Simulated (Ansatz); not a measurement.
Total energies of `Sc1ccc(Sc2ccccc2)cc1` from Ansatz at PBE-D4/def2-TZVP, gas phase (1 Eh = 27.2114 eV = 2625.5 kJ/mol). The reference geometry is relaxed at PBE-D4/def2-SVP.

| state | geometry | energy (Eh) |
| --- | --- | --- |
| charge 0 singlet | reference | -1258.96233 |
| charge 1 doublet | reference | -1258.70208 |
| charge -1 doublet | reference | -1258.95783 |
| charge -1 doublet | relaxed at PBE-D4/def2-SVP | -1258.96861 |
| free S atom (triplet) | – | -397.93833 |
| free C atom (triplet) | – | -37.79597 |
| free H atom (doublet) | – | -0.49962 |

**Question.** Work out the vertical ionisation energy to the doublet.

**Answer.** E(charge 1 doublet) − E(charge 0 singlet) = -1258.70208 − (-1258.96233) = 0.26025 Eh = 7.08 eV. For comparison, −ε of the highest occupied level is 4.98 eV at this level, 2.10 eV less.

**Question.** Work out the vertical electron affinity, to the doublet.

**Answer.** E(charge 0 singlet) − E(charge -1 doublet) = -1258.96233 − (-1258.95783) = -0.00450 Eh = -0.12 eV; negative, so the extra electron isn't bound. The basis lacks diffuse functions, which makes affinities too small.

**Question.** Give the fundamental gap IE − EA, the Mulliken electronegativity (IE + EA)/2 and the hardness (IE − EA)/2.

**Answer.** From the values in Eh: IE − EA = 0.26025 − (-0.00450) = 0.26475 Eh = 7.20 eV; (IE + EA)/2 = 3.48 eV; (IE − EA)/2 = 3.60 eV. The HOMO–LUMO gap of the same run is 3.19 eV, 4.01 eV smaller than the fundamental gap.

**Question.** How much does the charge -1 doublet relax, and what is the adiabatic electron affinity?

**Answer.** Relaxation: -1258.95783 − (-1258.96861) = 0.01078 Eh = 0.29 eV. Adiabatic electron affinity: 0.00628 Eh = 0.17 eV, without zero-point energy. 

**Question.** What is the binding energy per atom against free atoms?

**Answer.** Atoms: 2 × (-397.93833) + 12 × (-37.79597) + 10 × (-0.49962) = -1254.42450 Eh. Binding: -1254.42450 − (-1258.96233) = 4.53783 Eh = 123.48 eV, or 5.15 eV for each of 24 atoms (no zero-point energy, no counterpoise term).

At PBE-D4/def2-TZVP the highest occupied level of the charge -1 doublet lies above zero (up to 2.10 eV). By energy differences it is unbound by 0.12 eV (vertical, to the charge 0 singlet, at PBE-D4/def2-TZVP) and held by the finite basis. At PBE-D4/def2-TZVP the highest occupied level of the relaxed charge -1 doublet lies above zero (up to 1.55 eV). By energy differences its removal costs 0.17 eV (each at its own geometry, to the charge 0 singlet, at PBE-D4/def2-TZVP); self-interaction error and the lack of diffuse functions both raise the level.
